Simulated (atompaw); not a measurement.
## PBE PAW (atompaw) dataset for Gd, scalar-relativistic all-electron reference.

```json
{"Element": "gadolinium (Gd)", "Generator": "atompaw 4.2.0.5", "Type": "PAW", "Functional": "PBE", "Relativity": "scalar-relativistic", "Frozen core": "[Xe]", "Valence charge": "10", "Reference configuration": "4f7 5d1 6s1 6p0 (charge +1)", "Partial waves": "6s (bound): rc 3.46 bohr; 6s channel at 0.95 Ry: rc 3.46 bohr; 6p (bound, empty): rc 3.46 bohr; 6p channel at 0.2 Ry: rc 3.46 bohr; 5d (bound): rc 2.84 bohr; 5d channel at -0.15 Ry: rc 3.46 bohr; 4f (bound): rc 1.22 bohr; 4f channel at -0.5 Ry: rc 1.22 bohr", "Local potential": "ultrasoft scheme with l = 4 at 0 Ry, radius 3.12 bohr", "Core correction": "smooth core density matched at 1.90 bohr", "Augmentation charge": "sinc compensation charge, radius 3.06 bohr; PAW radius 3.46 bohr; waves and projectors: custom rrkj vanderbiltortho"}
```

Poles of the logarithmic derivatives, all-electron (AE) and pseudo (PS). s: poles at 0.6 (AE) and 0.6 (PS) Ry. p: poles at -2.4, 1.6 (AE) and 1.7 (PS) Ry. d: poles at -0.3, 3.3 (AE) and -0.3, 3.8 (PS) Ry. f: poles at 1.9 (AE) and 1.8 (PS) Ry. Test radius 3.46 bohr.

- Cutoffs needed: 120 Ry and 200 Ry (the cutoffs (Ry, on a coarse ladder) from which the occupation-weighted sum of valence levels, in a spherical-Bessel basis at the reference potential, stays within 10 and 1 mRy of its value at 400 Ry)
- Ghost test: no extra level below or beside the all-electron valence levels (s, p, d, f tested) (spherical-Bessel basis up to 400 Ry, 20 bohr box)
- Lowest eigenvalue of the overlap operator: 0.60 (p channel)
- Overlap eigenvalues printed by atompaw (projector basis): 0.0405, 0.0818, 0.535, 2.65, 32, 33.6, 719, 2.07e+03
- Share of each valence orbital outside the PAW sphere: 6s 53 %, 6p 79 %, 5d 18 %, 4f 0 %
